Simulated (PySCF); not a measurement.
Compound: C7H3NO2.
SMILES: `N#Cc1coc2ccoc12`

Method: wB97X-D/def2-SVPD in PySCF (dipole) on a GFN2-xTB geometry, gas phase.

Masses are those of the commonest isotopes; rigid-rotor values at the optimised geometry. 

**Question.** Give the principal moments of inertia and the rotational constants in GHz.

**Answer.** Ia = 175.15, Ib = 424.59, Ic = 599.74 u·Å²; 505379 MHz·u·Å²/I gives 2885, 1190 and 842.7 MHz, that is A = 2.8853, B = 1.1903, C = 0.8427 GHz.

**Question.** Classify the top.

**Answer.** An asymmetric top; Ray's κ = -0.660.

**Question.** Is it planar, by Δ = Ic − Ia − Ib?

**Answer.** Planar: Δ = Ic − Ia − Ib = 0.00 u·Å². For a rigid frame Δ = −2 Σ m c², so it vanishes when all atoms lie in the ab plane; here none is more than 0.01 Å from it.

**Question.** Which types of transition are allowed, and where do some lines up to J = 3 fall?

**Answer.** The dipole components are |μa| = 4.25 D, |μb| = 1.88 D, |μc| = 0.00 D; the mirror of this Cs structure is the ab plane, so μc vanishes by symmetry and there are no c-type lines. The squared components, which scale the intensities, stand as 1.00 : 0.19 (a : b). Some lines, for components of 0.1 D or more:

| type | branch | J(Ka,Kc) | MHz | lower level (cm⁻¹) |
| --- | --- | --- | --- | --- |
| a | Q | 2(1,1) ← 2(1,2) | 1043 | 0.248 |
| a | R | 2(1,2) ← 1(1,1) | 3718 | 0.124 |
| b | Q | 3(2,1) ← 3(1,2) | 4831 | 0.503 |
| b | Q | 2(2,0) ← 2(1,1) | 5133 | 0.283 |
| a | R | 3(2,1) ← 2(2,0) | 6286 | 0.454 |
| b | Q | 3(2,2) ← 3(1,3) | 6678 | 0.433 |
| b | R | 3(1,3) ← 2(0,2) | 6945 | 0.202 |
| b | Q | 3(3,1) ← 3(2,2) | 9373 | 0.656 |
| b | R | 2(2,1) ← 1(1,0) | 9499 | 0.136 |
| b | R | 2(2,0) ← 1(1,1) | 9894 | 0.124 |
| b | R | 3(3,1) ← 2(2,0) | 15423 | 0.454 |

**Question.** Estimate the classical rotational partition function at 25 K, 50 K and 200 K.

**Answer.** Point group Cs, symmetry number σ = 1; q = (√π/σ)·√((kT/h)³/(ABC)), k/h = 20836.6 MHz/K: 12400 at 25 K, 35000 at 50 K, 280000 at 200 K.

GFN2-xTB frequencies: not computed here. These are rigid-rotor constants of the computed structure; measured ground-state constants (B0) also hold zero-point vibration. Quadrupole hyperfine structure (14N) is left out.

On an Arm Neoverse N1 with one thread, on a shared host, this took 98 s of wall time. This is the wB97X-D/def2-SVPD job that gave the dipole, with the excitations it also computed.
